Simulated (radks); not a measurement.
Problem. These are the eigenvalues of the occupied orbitals of an atom or ion with whole-number occupations (hartree). Method: Dirac Kohn-Sham, PBE, spin-unpolarised, spherical densities, point nucleus; computed with a radial shooting solver on a logarithmic mesh with Libxc functionals.

orbital  eigenvalue
1s1/2     -145.3761
2s1/2     -15.48250
2p1/2     -12.64654
2p3/2     -12.51104
3s1/2      -1.98400
3p1/2      -1.29120
3p3/2      -1.27703
4s1/2      -0.32946

Which element is it, and in what charge state? The configuration may be excited. Open shells, if any, are shared by 2j + 1.

Solution. Z = 20, calcium, charge +1: Ca+ in [Ar] 4s1. The list shows which subshells hold electrons but not how many an open one holds; the 1s level, -145.38 hartree, gives Z - s = 17.1 by -(Z - s)^2/2, which with screening and relativity narrows Z to a few neighbours, and the depths of the outer levels then fix element, charge and occupations together.
